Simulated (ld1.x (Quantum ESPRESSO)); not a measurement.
## What the settings do to the TM potential of Mn (Z = 25)

Base potential:

Mn (Z = 25), norm-conserving Troullier–Martins (Kleinman–Bylander form), made with ld1.x (Quantum ESPRESSO) 7.5 (LDA (PZ), scalar-relativistic). Core [Ar], reference 3d5 4s1 4p0 (charge +1). Waves: 4s (bound): rc 2.45 bohr; 4p (bound, empty): rc 1.95 bohr; 3d (bound): rc 1.90 bohr. Local part: all-electron potential smoothed inside 1.90 bohr (lloc = -1). Core correction: Bessel-smoothed model core inside 1.65 bohr.

All-electron outer shells of the reference configuration (LDA (PZ), scalar-relativistic, ld1.x):

```csv
shell,level (eV),outermost node (bohr),outermost maximum (bohr)
3p,-62.80,0.31,0.75
3d,-15.21,–,0.75
4s,-12.17,1.05,2.35
4p,-7.39,1.15,2.91
```

Cutoffs, loose and tight: the cutoffs (Ry, on a coarse ladder) from which the occupation-weighted sum of valence levels, in a spherical-Bessel basis at the reference potential, stays within 10 and 1 mRy of its value at 400 Ry. They do not see the model core or the augmentation charge, which bear on the density cutoff. Test errors are all-electron minus pseudo excitation energies from the reference, over the configurations 3d5 4s2 4p0; 3d5 4s0 4p0; 3d4 4s0 4p0; 3d4 4s2 4p0; 3d5 4s1.5 4p0; 3d3 4s0 4p0; 3d5 4s0 4p1 (two spin-polarised tests are not counted in the largest error). A dash means not determined; rows that change the core or the reference have their own tests. The largest error is taken over the tests solved by every variant that gives reliable tests at all: 3d4 4s2 4p0; 3d5 4s0 4p0; 3d5 4s1.5 4p0; 3d5 4s2 4p0.

A true bound ghost makes a file unfit for plane-wave use even where its test errors are small: the radial tests pick states by their node count and pass the ghost by. Where a test does run into it, the solver fails or the error is huge.

```tsv
change	outcome	cutoff, loose	cutoff, tight	bound ghosts	largest test error (meV)
base	generated	70 Ry	110 Ry	s	-12
local potential the d channel	generated	70 Ry	110 Ry	s, p	-212
local potential all-electron potential smoothed inside 2.74 bohr (lloc = -1)	generated	70 Ry	120 Ry	none	-214
wave 3d (bound): rc 1.90 bohr becomes 3d (bound): rc 2.12 bohr	generated	60 Ry	100 Ry	s	+97
core correction Bessel-smoothed model core inside 1.10 bohr	generated	70 Ry	110 Ry	s	-12
all radii but the core radius scaled by about 0.75 (s 1.84, p 1.46, d 1.44 bohr); local potential all-electron potential smoothed inside 1.44 bohr (lloc = -1)	generated	110 Ry	140 Ry	p, s	-300
type ultrasoft; waves now 4s (bound): rcut 2.15, rcutus 2.45 bohr; 4s channel at 0.7 Ry: rcut 2.15, rcutus 2.45 bohr; 4p (bound): rcut 1.70, rcutus 1.95 bohr; 4p channel at -0.2 Ry: rcut 1.70, rcutus 1.95 bohr; 3d (bound): rcut 1.65, rcutus 1.90 bohr; 3d channel at 0.15 Ry: rcut 1.65, rcutus 1.90 bohr; local potential all-electron potential smoothed inside 1.60 bohr (lloc = -1); augmentation PSQ, radius 1.30 bohr	generated	30 Ry	45 Ry	p	-53
wave 4s (bound): rc 2.45 bohr becomes 4s (bound): rc 3.14 bohr	generated	70 Ry	120 Ry	s	+303
wave 4p (bound): rc 1.95 bohr becomes 4p (bound): rc 2.70 bohr	generated	70 Ry	120 Ry	s	-12
type TM semilocal; local potential the p channel	generated	70 Ry	110 Ry	none	-207
local potential the p channel	generated	70 Ry	110 Ry	s	-341
reference 3d5 4s2 4p0	generated	70 Ry	110 Ry	none	-204
functional PBEsol	generated	70 Ry	120 Ry	s	-14
```
